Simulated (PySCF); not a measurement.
C8H9O (doublet state).
Numbering: `[O:1]=[C:2]1[C:3]=[CH:4][C@H:5]([CH:6]2[CH2:7][CH2:8]2)[CH2:9]1` (hydrogens: H10 on C4; H11 on C5; H12 on C6; H13, H14 on C7; H15, H16 on C8; H17, H18 on C9)

Structure used (GFN2-xTB), in Å, numbered top down from 1:
```
atom  x, y, z in Å
O1     3.793    0.387   -0.427
C2     2.714   -0.068   -0.170
C3     2.233   -1.436   -0.141
C4     0.962   -1.564    0.183
C5     0.318   -0.215    0.444
C6    -0.842    0.026   -0.493
C7    -2.216   -0.445   -0.122
C8    -1.904    1.020   -0.119
C9     1.482    0.772    0.226
H10    0.393   -2.473    0.257
H11   -0.044   -0.180    1.477
H12   -0.565   -0.031   -1.539
H13   -2.344   -0.936    0.831
H14   -2.853   -0.836   -0.900
H15   -2.322    1.639   -0.898
H16   -1.817    1.521    0.833
H17    1.276    1.481   -0.576
H18    1.729    1.342    1.122
```

The hyperfine couplings belong to this conformer and change with its torsions.

Computed with UKS B3LYP, pcH-1 on C H O, non-relativistic, mean-field spin-orbit, GIAO (PySCF 2.14.0). One conformer (not necessarily the lowest) at the GFN2-xTB geometry, without solvent, vibrations or thermal averaging. Couplings are sensitive to structure, and on GFN2-xTB geometries they can be far from those on DFT ones. No stability test was run, so a lower SCF solution isn't excluded.

(1) Give the principal g shifts and their parts.

(2) What effective moment and Curie constant follow for a powder?

(3) At 9.715 GHz, how far is the centre of the isotropic spectrum from where a free electron (g = 2.002319) resonates?

(4) In a frozen sample, at which fields do the three g values resonate at 9.5, 34, 94 and 263 GHz (hyperfine left aside), and which band first spreads them over more than twice a line width of 0.5 mT?

Results:

(1) 
```csv
Δg (ppm),1,2,3
relativistic mass correction,-164,-164,-164
gauge correction,35,11,-24
orbital Zeeman/spin–orbit,-403,47,655
total,-533,-106,467
```

So g = 2.00179, 2.00221, 2.00279 and g_iso = 2.00226; the tensor is rhombic: the two nearest values differ by 43 % of g3 − g1. Axes: g1 points within 15° of the C4–H10 bond.

(2) With the mean of g² = 4.0091 and S(S+1) = 0.75: μ_eff = √(⟨g²⟩S(S+1)) = 1.734 μB and χT = 0.12505·⟨g²⟩·S(S+1) = 0.376 cm³ K/mol (cgs; spin-Hamiltonian part alone).

(3) B = hν/(g μB) with μB/h = 13.99624 MHz/mT gives 346.66 mT for the free electron and 346.67 mT at g_iso, the same within 0.01 mT.

(4) 
```csv
band,GHz,B(g3) mT,B(g2) mT,B(g1) mT,spread mT
X,9.5,338.90,339.00,339.07,0.17
Q,34.0,1212.92,1213.27,1213.53,0.61
W,94.0,3353.37,3354.33,3355.05,1.67
J,263.0,9382.31,9384.99,9386.99,4.69
```

The spread grows in proportion to the frequency. W band is the first where it exceeds 1.0 mT.

The largest Mulliken spin populations are on C3 (+0.96), C4 (-0.12), C5 (+0.07) and C9 (+0.06). C3 is the only atom above +0.15.

The HOMO–LUMO gaps are 5.01 eV among the α and 4.01 eV among the β orbitals.
